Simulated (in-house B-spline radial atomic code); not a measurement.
Computed with a B-spline radial atomic code. Model: two electrons, singlet ground state, non-relativistic, full CI in B-splines with partial waves to l = 8 (at full coupling up to 3e-4 hartree above the limit, correlation up to 0.6 % small), density held at that of full coupling by Lieb maximisation.

Along the adiabatic connection the electron repulsion is scaled by a coupling λ while a local potential keeps the density fixed. At λ = 0 the system is the Kohn-Sham one and W equals the exchange energy; the exchange-correlation energy is the area under W between 0 and 1. The kinetic energy rises with λ as the electrons avoid each other, with dT/dλ = −λ dW/dλ.

Command:
```bash
python run_ac.py task.json out
```
Settings (lengths in bohr, energies in hartree):
```
potential              dot
strength               0.638
lmax                   8
second                 -1
```

Time taken, with all properties: 9.8 s on 1 thread of Intel(R) Xeon(R) Processor @ 2.30GHz (shared host).

**W = mean repulsion less Hartree energy, and W of three functionals.**

Given: confinement charge in harmonic well; well frequency 0.638 hartree; nuclear charge -1; external potential omega^2 r^2/2 - Z/r.

Computed: LDA exchange minus exact 64.817 millihartree; SCAN exchange minus exact -5.211 millihartree.

| coupling | W xc (hartree) | W xc minus exchange (millihartree) | kinetic minus Kohn-Sham (millihartree) | LDA (PW92) W minus its exchange (millihartree) | PBE W minus its exchange (millihartree) | SCAN W minus its exchange (millihartree) |
| --- | --- | --- | --- | --- | --- | --- |
| 0 | -0.48936 | 0 | 0 | 0 | 0 | 0 |
| 0.02 | ? | ? | ? | ? | ? | ? |
| 0.05 | -0.495 | -5.632 | 0.14 | -20.6 | -9.04 | -4.63 |
| 0.12 | -0.50242 | -13.053 | 0.77 | -38.07 | -19.13 | -10.64 |
| 0.25 | -0.51489 | -25.524 | 3.06 | -61.19 | -34.31 | -20.76 |
| 0.4 | -0.52742 | -38.058 | 7.11 | -81 | -48.53 | -31.11 |
| 0.6 | -0.54156 | -52.199 | 14.13 | -101.41 | -64.09 | -43.16 |
| 0.8 | -0.55333 | -63.97 | 22.34 | -117.64 | -76.99 | -53.62 |
| 1 | ? | ? | ? | ? | ? | ? |
| 1.4 | -0.57883 | -89.469 | 49.78 | -152.44 | -105.96 | -78.16 |
| 2 | -0.5953 | -105.94 | 77.45 | -175.9 | -126.26 | -95.81 |
| 3 | -0.61265 | -123.29 | 120.08 | -202.59 | -149.95 | -116.25 |
| 4.5 | -0.62775 | -138.38 | 175.62 | -228.31 | -173.24 | -135.35 |
| 7 | -0.64153 | -152.17 | 253.08 | -254.4 | -197.23 | -152.96 |
| 10 | -0.65091 | -161.55 | 331.61 | -273.64 | -215.11 | -164.11 |

**Question.** What belongs in the row 0.02?

**Answer.** W xc (hartree): -0.49165; W xc minus exchange (millihartree): -2.287; kinetic minus Kohn-Sham (millihartree): 0.02; LDA (PW92) W minus its exchange (millihartree): -10.35; PBE W minus its exchange (millihartree): -3.95; SCAN W minus its exchange (millihartree): -1.89.

**Question.** What belongs in the row 1?

**Answer.** W xc (hartree): -0.56323; W xc minus exchange (millihartree): -73.865; kinetic minus Kohn-Sham (millihartree): 31.22; LDA (PW92) W minus its exchange (millihartree): -131.08; PBE W minus its exchange (millihartree): -87.99; SCAN W minus its exchange (millihartree): -62.8.

**Question.** What is the PBE exchange minus exact?

**Answer.** 14.595 millihartree.

**Energy parts, natural occupations and partial-wave weights.**

Computed: total energy 3.9308 hartree; exchange energy -0.48936 hartree; correlation energy -0.042649 hartree; kinetic part of the DFT correlation energy 0.031216 hartree; initial slope twice GL2 -0.1155 hartree; Hartree energy 0.97873 hartree; Kohn-Sham kinetic 0.65871 hartree.

```csv
natural,occupation of the shell (electrons)
s,1.9323
p,0.064982
d,0.0013296
s,?
p,0.0001574
f,0.00015178
```

**Question.** What belongs in the row s?

**Answer.** occupation of the shell (electrons): 0.00098799.

```json
{"wave": "s", "weight": "0.96664"}
{"wave": "p", "weight": "?"}
{"wave": "d", "weight": "0.0006832"}
{"wave": "f", "weight": "8.1376e-05"}
{"wave": "g", "weight": "1.7592e-05"}
```

**Question.** What belongs in the row p?

**Answer.** weight: 0.032573.

**Question.** What is the kinetic part over minus potential part?

**Answer.** 0.42261.

**Question.** What is the Lieb Oxford ratio E_xc over LDA exchange?

**Answer.** 1.2531.

Half-way to full coupling W has made 61 % of its drop, against 50 % for a straight line, and second-order (GL2) theory, half the initial slope, overshoots the correlation energy by about 35 %: a marked bend. Over couplings 0 to 1 the errors in E_xc come to about +23 millihartree for LDA, +4.3 millihartree for PBE, +2.0 millihartree for SCAN, so SCAN is nearest. In LDA and PBE and SCAN the errors of exchange and correlation have opposite signs, so the sum is smaller than the larger of the two.
